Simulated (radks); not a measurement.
Results of a calculation; reference values are marked as such.
Question: Species: Ni14+. Configuration: [Ne] 3s2 3p2. Level of theory: non-relativistic Kohn-Sham, LDA (Slater exchange, Perdew-Wang correlation), spin-unpolarised, spherical densities, point nucleus (a radial shooting solver on a logarithmic mesh with Libxc functionals). Some entries of the table are withheld. Estimate them.

| orbital | occ. | eigenvalue (eV) | r(max) (bohr) |
|---|---|---|---|
| 1s | 2 | (1) | 0.03620 |
| 2s | 2 | -1409.098 | 0.2072 |
| 2p | 6 | (2) | 0.1653 |
| 3s | 2 | -477.6603 | 0.5940 |
| 3p | 2 | -440.1137 | 0.5785 |

Answer: 
(1) 1s eigenvalue (eV): -8567.587
(2) 2p eigenvalue (eV): -1291.390
